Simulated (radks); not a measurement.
Te IV, configuration [Kr] 4d10 5s2 5p1 (the NIST ground configuration). Method: Dirac Kohn-Sham, LDA (Slater exchange, Perdew-Wang correlation), spin-unpolarised, spherical densities, finite nucleus; open shells are shared between the two j in proportion to 2j + 1; Fermi nuclear charge, rms radius 4.7423 fm; computed with a radial shooting solver on a logarithmic mesh with Libxc functionals.

Normalised radial functions P(r) = r R(r) (large component), r in bohr:

| r | 4f5/2 |
|---|---|
| 0.003729 | 0.0000 |
| 0.005054 | 0.0000 |
| 0.006795 | 0.0000 |
| 0.00921 | 0.0000 |
| 0.01238 | 0.0000 |
| 0.01678 | 0.0000 |
| 0.02274 | 0.0000 |
| 0.03058 | 0.0001 |
| 0.04144 | 0.0004 |
| 0.05572 | 0.0011 |
| 0.07551 | 0.0028 |
| 0.1023 | 0.0072 |
| 0.1376 | 0.0165 |
| 0.1865 | 0.0358 |
| 0.2507 | 0.0691 |
| 0.3398 | 0.1221 |
| 0.4605 | 0.1921 |
| 0.6191 | 0.2664 |
| 0.839 | 0.3366 |
| 1.128 | 0.3977 |
| 1.529 | 0.4610 |
| 2.055 | 0.5183 |
| 2.786 | 0.5342 |
| 3.775 | 0.4537 |
| 5.076 | 0.2890 |
| 6.879 | 0.1203 |
| 9.249 | 0.0298 |
| 12.53 | 0.0033 |

4f5/2 (empty): eigenvalue -11.937 eV, 0 radial nodes, <r> = 3.01 bohr, 90 % of the charge inside 4.92 bohr.
